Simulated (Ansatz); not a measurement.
A nudged elastic band was laid between two geometries of GaH4N + H4Si (11 atoms, charge 0, multiplicity 1).

Level of theory: Ansatz, RKS PBE0-D4/def2-SVP.

| Quantity | Value |
| --- | --- |
| movable images | 7 |
| climbing image | yes |
| spring | 5.0 eV/Å² |
| optimiser | quadratic models (default) |
| start path | through a guess of the saddle point |
| force threshold | 0.05 eV/Å |
| iteration limit | 60 |
| end points | relaxed |

Initial state:

```xyz
11
Properties=species:S:1:pos:R:3
Ga 0.254 -0.127 0.554
N 0.004 -1.255 1.950
H -0.901 -1.580 2.265
H 0.749 -1.592 2.548
H 1.726 0.267 0.205
H -1.023 0.303 -0.246
Si -0.502 3.314 0.968
H -1.988 3.196 0.965
H -0.089 4.567 1.667
H 0.022 3.311 -0.428
H 0.080 2.146 1.710
```

Final state:

```xyz
11
Properties=species:S:1:pos:R:3
Ga 0.193 0.605 0.194
N -0.135 -0.218 2.171
H -0.838 -0.957 2.138
H 0.726 -0.626 2.535
H 1.729 0.252 0.053
H -0.842 -0.291 -0.600
Si -0.401 2.912 0.616
H -1.818 3.060 1.102
H 0.448 3.534 1.691
H -0.275 3.801 -0.586
H -0.454 0.478 2.846
```

Task: What changes between the two ends?

Result: Bonds broken: Si7–H11. Bonds formed: Ga1–Si7, N2–H11. GaH4N + H4Si becomes GaH8NSi.

Task: Give the energies along the band, and the barrier.

Result: It converged. The highest image is number 4 of 0 to 8, 26.3 kcal/mol above the first end and 44.6 kcal/mol above the last; the last end lies 18.4 kcal/mol below the first. A structure lower than the last end lies on the path between it and the top, so the climb from that side starts below the end, which may itself be a saddle point or a shallow side well. Neighbouring images differ by up to 1.6 eV, so the band resolves the path poorly. A vibrational analysis at the climbing image gives one clearly imaginary mode, 1344i cm⁻¹: a first-order saddle point. The orbitals stay closed-shell, which can raise the energy where a bond breaks towards radicals; this wasn't checked here.

```csv
image,path coordinate (Å),energy (kcal/mol),Si7–H11 (Å),Ga1–Si7 (Å),N2–H11 (Å)
0,0.00,0.0,1.50,3.55,3.41
1,0.76,0.2,1.50,3.55,3.10
2,1.51,1.0,1.50,3.46,2.79
3,2.27,5.4,1.51,3.18,2.30
4,3.03,26.3,1.80,2.76,1.47
5,3.97,-11.1,2.60,2.46,1.02
6,4.91,-18.5,3.22,2.42,1.02
7,5.85,-18.7,3.40,2.42,1.02
8,6.79,-18.4,3.30,2.42,1.02
```

Task: What is the geometry of the highest image?

Result: 
```xyz
11
Properties=species:S:1:pos:R:3
Ga 0.297 0.244 0.233
N -0.146 -0.332 2.047
H -0.963 -0.915 2.213
H 0.599 -0.582 2.694
H 1.823 0.480 0.001
H -0.824 -0.057 -0.812
Si -0.470 2.752 1.084
H -1.900 3.154 1.273
H 0.391 3.610 1.960
H -0.112 3.096 -0.337
H -0.363 1.100 1.803
```

The band took 28 iterations and roughly 18 core-minutes.

The run took 9.1 min on 2 threads of Arm Neoverse V1, with other jobs on the host, peak memory 0.24 GiB.
